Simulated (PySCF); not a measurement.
Si(H)(Br)(Me)(vinyl) (C3H7BrSi), SMILES C=C[SiH](C)Br.

The structure is a stationary point at PBE0-D3(BJ)/def2-SVP. One conformer was computed; it need not be the lowest.

Calculation: PBE0/def2-TZVP (PySCF).

Gas-phase values at a fixed geometry.

```json
{
 "total_energy": "-2981.70537 hartree",
 "highest_occupied_level": "-8.04 eV",
 "lowest_empty_level": "-0.65 eV",
 "orbital_gap": "7.39 eV",
 "dipole_moment": "0.429 e·Å",
 "quadrupole, principal values (traceless, Buckingham form, about the centre of nuclear charge)": "-4.75, 1.51, 3.25 D·Å",
 "mean_static_polarisability": "80.7 bohr³ (11.95 Å³)",
 "polarisability_principal_values": "63.6, 85.7, 92.7 bohr³"
}
```
